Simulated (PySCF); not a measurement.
Be(SeH)(SiH3) (BeH₄SeSi), SMILES [SiH3][Be][SeH].

Geometry: B3LYP-D3(BJ)/def2-TZVP. The values are those of a single conformer.

The numbers are results of TDDFT-ωB97X/def2-SVPD run with PySCF, not measurements.

Vertical excitations. 

```tsv
state	energy (eV)	λ (nm)	f	main pairs
S1	4.86	255	0.000	HOMO→LUMO 90 %
S2	5.39	230	0.024	HOMO−1→LUMO 93 %
S3	5.82	213	0.001	HOMO−1→LUMO+1 73 %, HOMO→LUMO+2 17 %
S4	5.90	210	0.153	HOMO→LUMO+1 88 %
S5	5.93	209	0.054	HOMO→LUMO+2 54 %, HOMO−1→LUMO+1 20 %, HOMO→LUMO+5 11 %
S6	6.84	181	0.063	HOMO→LUMO+5 26 %, HOMO→LUMO+4 25 %, HOMO→LUMO+2 20 %, HOMO→LUMO+7 6 %
S7	7.09	175	0.053	HOMO−2→LUMO 52 %, HOMO−1→LUMO+2 28 %
S8	7.38	168	0.430	HOMO−1→LUMO+2 51 %, HOMO−2→LUMO 29 %
S9	7.61	163	0.057	HOMO−2→LUMO+1 74 %
S10	7.71	161	0.011	HOMO−4→LUMO 39 %, HOMO−3→LUMO 34 %, HOMO−4→LUMO+1 6 %, HOMO−3→LUMO+1 6 %
T1	4.57	271	0	HOMO−1→LUMO 90 %
T2	4.70	264	0	HOMO→LUMO 81 %
T3	4.96	250	0	HOMO−1→LUMO+1 89 %
T4	5.09	243	0	HOMO→LUMO+1 91 %
```
Triplets are in the Tamm–Dancoff approximation, which puts them higher than full response would, so one can lie above its singlet here.
